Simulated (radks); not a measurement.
Task: All-electron atom: In XXXVIII in [Ne] 3s2 (the NIST ground configuration). All-electron calculation, non-relativistic Kohn-Sham, LB94 model potential, spin-polarised, spherical densities, point nucleus; relativity is left out, which matters for an element this heavy. Program: a radial shooting solver on a logarithmic mesh with Libxc functionals. Some entries of the table are withheld. Estimate them.

| orbital | occ. | eigenvalue (eV) | <1/r> (bohr^-1) | r(max) (bohr) |
|---|---|---|---|---|
| 1s | 2 | (1) | (2) | 0.02055 |
| 2s | 2 | -6096.006 | 11.25 | 0.1131 |
| 2p | 6 | (3) | 11.25 | 0.08833 |
| 3s | 2 | -2481.985 | 4.680 | (4) |

Result: 
(1) 1s eigenvalue (eV): -29181.56
(2) 1s <1/r> (bohr^-1): 48.53
(3) 2p eigenvalue (eV): -5865.916
(4) 3s r(max) (bohr): 0.2995
